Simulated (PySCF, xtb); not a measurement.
Nb(NMe)(F)2(Cl) (CH3ClF2NNb), SMILES C[N]=[Nb]([F])([F])[Cl], multiplicity 1.

Harmonic wavenumbers (cm⁻¹) from GFN2-xTB (xtb) at its own minimum, in rising order: 26, 93, 116, 119, 132, 158, 247, 261, 342, 400, 443, 609, 1058, 1067, 1322, 1364, 1411, 1415, 2907, 2922, 2932.

Question: What does PBE0-D3(BJ)/def2-SVP in PySCF give at its own minimum? (An estimate is asked for; the answer gives what the named calculation found.)

Answer: 53, 94, 110, 134, 154, 186, 326, 337, 424, 665, 700, 718, 1091, 1096, 1400, 1437, 1445, 1448, 3027, 3124, 3125. Paired by order, the mean absolute difference is 84 cm⁻¹ and the zero-point energies are 27.7 and 30.2 kcal/mol.
